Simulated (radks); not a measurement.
Task: Ionisation of the osmium ion Os24+, [Kr] 4d10 4f6, to [Kr] 4d10 4f5 as the strength of local exchange is varied. All-electron calculation, Dirac Kohn-Sham, Slater X-alpha exchange (alpha = 2/3 is LDA exchange), no correlation, spin-unpolarised, spherical densities, point nucleus; open shells are shared between the two j in proportion to 2j + 1. Program: a radial shooting solver on a logarithmic mesh with Libxc functionals.

alpha  E(Os24+) (hartree)  exchange (hartree)  IE (eV)  -e of the level emptied (eV)  <r> of it (bohr)
0.607         -16989.4590           -269.0985   734.15                708.22 (4f7/2)            0.4511
0.62          -16995.2231           -274.9424   735.37                709.43 (4f7/2)            0.4507
0.648         -17007.6438           -287.5408   738.01                712.03 (4f7/2)            0.4499
0.667         -17016.0766           -296.0986   739.81                713.79 (4f7/2)            0.4493
0.946         -17140.3215           -422.5958   766.46                740.06 (4f7/2)            0.4415
0.971         -17151.4926           -434.0067   768.88                742.44 (4f7/2)            0.4408
x             -17027.1779           -307.3699   742.17                716.12 (4f7/2)            0.4486

Which alpha was used in the last row?

Result: alpha = 0.692. NIST Atomic Spectra Database: 770 +/- 40 eV (theoretical). The central value is not met in this range of alpha. Spin polarisation and multiplet splitting are left out, so open shells lie too high by an amount that depends on their filling. Sharing an open shell by 2j + 1 raises it above the true ground level by a part of the spin-orbit splitting, which enters the differences from NIST.

Beside tabulated values, note that spin-unpolarised runs miss the spin-polarisation part of the exchange energy of open shells.
